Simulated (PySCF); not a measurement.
CH4FNOSW, SMILES [W]([F])([O]C)(=[S])=[NH], multiplicity 1. The structure is a stationary point at PBE-D3(BJ)/def2-SVP. The multiplicity is an assumed one; other spin states were not compared. The def2 effective core potentials stand for the cores of W; spin–orbit coupling is left out. One conformer was computed; it need not be the lowest.

Give the equilibrium geometry at PBE-D3(BJ)/def2-SVP (PySCF confirms it by a frequency run) as bond lengths and angles. (Estimate from the structure and the level; the computed values follow.)

Several could match; the one computed here: 
Atoms: W1 N2 H3 S4 F5 O6 C7 H8 H9 H10. Bonds (Å): W1–N2 1.757, W1–S4 2.161, W1–F5 1.889, W1–O6 1.874, N2–H3 1.025, O6–C7 1.413, C7–H8 1.110, C7–H9 1.111, C7–H10 1.111. Angles (°): N2–W1–S4 107.9, N2–W1–F5 108.8, N2–W1–O6 106.6, S4–W1–F5 110.6, S4–W1–O6 108.5, F5–W1–O6 114.2, W1–N2–H3 154.3, W1–O6–C7 138.6, O6–C7–H8 108.8, O6–C7–H9 109.6, O6–C7–H10 111.2, H8–C7–H9 108.8, H8–C7–H10 109.3, H9–C7–H10 109.2.
